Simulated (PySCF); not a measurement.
Isomers of C3H9B. Computed with PBE0-D3(BJ)/def2-SVP geometry optimisation, gas phase (PySCF 2.14.0). Energies are electronic, without zero-point or thermal terms, for one conformer each. No frequencies were run at this level. Point groups hold within 0.08 Å.

Task: Rank from lowest to highest electronic energy at this level (kcal/mol).
A. `[CH3:1][BH:2][CH2:3][CH3:4]` with C1–B2–C3–C4 -2°
B. `[BH2:1][CH2:2][CH2:3][CH3:4]` with H–B1–C2–C3 2° and -179°, B1–C2–C3–C4 -179°
C. `[BH2:1][CH:2]([CH3:3])[CH3:4]` with H–B1–C2–C3 163° and -24°

Result: A (0.0), B (13.0), C (14.2).

Neighbours under 2.5 kcal/mol apart (BCCC and BC(C)C) can change places with a better method, another conformer or zero-point energy.

| SMILES | E (Eh) | E rel (kcal/mol) | dipole (D) | point group | A, B, C (MHz) |
| --- | --- | --- | --- | --- | --- |
| CBCC | -144.29507 | 0.0 | 0.43 | – | 13359, 4730, 3731 |
| BCCC | -144.27437 | 13.0 | 0.70 | – | 25186, 3731, 3456 |
| BC(C)C | -144.27247 | 14.2 | 0.72 | Cs | 8004, 7951, 4405 |
